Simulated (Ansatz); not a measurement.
Total energies of `CC(=O)SCCCCc1c(F)c(F)c(F)c(F)c1F` from Ansatz at PBE-D4/def2-TZVP, gas phase (1 Eh = 27.2114 eV = 2625.5 kJ/mol). The reference geometry is relaxed at PBE-D4/def2-SVP.

```tsv
atom	x (Å)	y (Å)	z (Å)
C1	-2.127	-2.360	-3.353
C2	-1.905	-1.111	-2.528
O3	-0.919	-0.401	-2.606
S4	-3.253	-0.790	-1.369
C5	-2.560	0.679	-0.534
C6	-1.510	0.342	0.524
C7	-0.956	1.593	1.211
C8	0.166	1.298	2.227
C9	1.381	0.662	1.598
C10	1.581	-0.729	1.613
F11	0.690	-1.522	2.232
C12	2.692	-1.331	1.000
F13	2.857	-2.656	1.035
C14	3.629	-0.525	0.332
F15	4.687	-1.082	-0.260
C16	3.455	0.869	0.294
F17	4.349	1.635	-0.339
C18	2.334	1.438	0.917
F19	2.180	2.772	0.860
H20	-1.527	-2.295	-4.280
H21	-3.198	-2.512	-3.593
H22	-1.783	-3.243	-2.773
H23	-3.432	1.212	-0.102
H24	-2.121	1.315	-1.330
H25	-1.941	-0.351	1.279
H26	-0.683	-0.205	0.025
H27	-0.568	2.299	0.444
H28	-1.774	2.129	1.740
H29	0.472	2.245	2.713
H30	-0.216	0.627	3.022
```

| state | geometry | energy (Eh) |
| --- | --- | --- |
| charge 0 singlet | reference | -1435.67688 |
| charge 1 doublet | reference | -1435.37484 |
| charge -1 doublet | reference | -1435.66997 |
| charge -1 doublet | relaxed at PBE-D4/def2-SVP | -1435.68724 |
| free C atom (triplet) | – | -37.79597 |
| free O atom (triplet) | – | -75.00967 |
| free S atom (triplet) | – | -397.93833 |
| free F atom (doublet) | – | -99.66912 |
| free H atom (doublet) | – | -0.49962 |

Single mean-field runs in def2-TZVP are fitted with def2-universal-jkfit.

Q: Work out the vertical ionisation energy to the doublet.

A: E(charge 1 doublet) − E(charge 0 singlet) = -1435.37484 − (-1435.67688) = 0.30204 Eh = 8.22 eV. For comparison, −ε of the highest occupied level is 6.12 eV at this level, 2.10 eV less.

Q: Work out the vertical electron affinity, to the doublet.

A: E(charge 0 singlet) − E(charge -1 doublet) = -1435.67688 − (-1435.66997) = -0.00691 Eh = -0.19 eV; negative, so the extra electron isn't bound. The basis lacks diffuse functions, which makes affinities too small.

Q: Give the fundamental gap IE − EA, the Mulliken electronegativity (IE + EA)/2 and the hardness (IE − EA)/2.

A: From the values in Eh: IE − EA = 0.30204 − (-0.00691) = 0.30895 Eh = 8.41 eV; (IE + EA)/2 = 4.02 eV; (IE − EA)/2 = 4.20 eV. The HOMO–LUMO gap of the same run is 4.36 eV, 4.05 eV smaller than the fundamental gap.

Q: How much does the charge -1 doublet relax, and what is the adiabatic electron affinity?

A: Relaxation: -1435.66997 − (-1435.68724) = 0.01727 Eh = 0.47 eV. Adiabatic electron affinity: 0.01036 Eh = 0.28 eV, without zero-point energy. 

Q: What is the binding energy per atom against free atoms?

A: Atoms: 12 × (-37.79597) + 1 × (-75.00967) + 1 × (-397.93833) + 5 × (-99.66912) + 11 × (-0.49962) = -1430.34106 Eh. Binding: -1430.34106 − (-1435.67688) = 5.33582 Eh = 145.20 eV, or 4.84 eV for each of 30 atoms (no zero-point energy, no counterpoise term).

At PBE-D4/def2-TZVP the gap within one spin of the charge 1 doublet nearly closes, so an electron or hole may be smeared out by delocalisation error. At PBE-D4/def2-TZVP the gap within one spin of the charge -1 doublet nearly closes, so an electron or hole may be smeared out by delocalisation error. At PBE-D4/def2-TZVP the gap within one spin of the relaxed charge -1 doublet nearly closes, so an electron or hole may be smeared out by delocalisation error. At PBE-D4/def2-TZVP the highest occupied level of the charge -1 doublet lies above zero (up to 2.14 eV). By energy differences it is unbound by 0.19 eV (vertical, to the charge 0 singlet, at PBE-D4/def2-TZVP) and held by the finite basis. At PBE-D4/def2-TZVP the highest occupied level of the relaxed charge -1 doublet lies above zero (up to 1.13 eV). Energy differences disagree on whether the electron is bound (positive means bound): 0.28 eV (each at its own geometry, to the charge 0 singlet, at PBE-D4/def2-TZVP), but -0.14 eV at PBE0-D4/def2-TZVP.
